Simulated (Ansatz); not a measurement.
Ansatz (a program for electronic structure) input (CCSD(T)/def2-QZVPPD):
A basis named .json is the Basis Set Exchange file of that set.

Ansatz 0.2 input:
```yaml
crystal:
  periodic: [false, false, false]
  atoms:
    - {symbol: Sn, position_ang: [-0.00000000, -0.00000000, -0.99765710]}
    - {symbol: Br, position_ang: [0.00000000, 0.00000000, 1.42522443]}
basis:
  gaussian:
    orbitals: def2-QZVPPD.json
total_charge: 1
magnetization: {spin_polarized: false}
correlation: {method: ccsd_t, electrons: outside_noble_gas}
```

End of the output:

```
integrals: 0.66 GiB planned
1210 factors; integrals over basis functions are off by at most 8.1e-4 eV
mean field: 0.82 GiB planned
mean field evaluation 1: about -75797.7889 eV, gradient 3.1e1 eV
mean field evaluation 2: about -75797.8421 eV, gradient 3.1e1 eV
mean field evaluation 4: about -75800.7772 eV, gradient 2.9e0 eV
mean field evaluation 8: about -75800.8182 eV, gradient 3.2e-1 eV
mean field evaluation 16: about -75800.8190 eV, gradient 1.3e-6 eV
mean field -75800.81897159 eV, -2785.6287175654 hartree, gradient 1.3e-6 eV, S^2 0.000000; 0 other end points of the search recorded, 0 dependent functions left out
23 core orbitals not correlated
reference -75800.81897159 eV, -2785.6287175654 hartree; 5, 5 occupied and 158, 158 virtual orbitals, 1210 factors
second order -6.39980819 eV of doubles, -0.00000000 eV of singles
coupled cluster: 1.03 GiB planned
cycle   1  -6.71426135 eV  change   -3.1e-1 eV  update   7.5e-2
cycle   2  -6.88136365 eV  change   -1.7e-1 eV  update   2.6e-2
cycle   3  -6.93966942 eV  change   -5.8e-2 eV  update   1.7e-2
cycle   4  -6.93198727 eV  change    7.7e-3 eV  update   4.6e-3
cycle   5  -6.93049142 eV  change    1.5e-3 eV  update   2.2e-3
cycle   6  -6.93075006 eV  change   -2.6e-4 eV  update   7.7e-4
cycle   7  -6.93068322 eV  change    6.7e-5 eV  update   2.1e-4
cycle   8  -6.93070265 eV  change   -1.9e-5 eV  update   5.2e-5
cycle   9  -6.93070738 eV  change   -4.7e-6 eV  update   1.4e-5
cycle  10  -6.93070064 eV  change    6.7e-6 eV  update   4.6e-6
perturbative correction -0.34483652 eV, -0.0126725083 hartree
Total energy: -75808.09450875 eV, -2785.8960886245 hartree
```
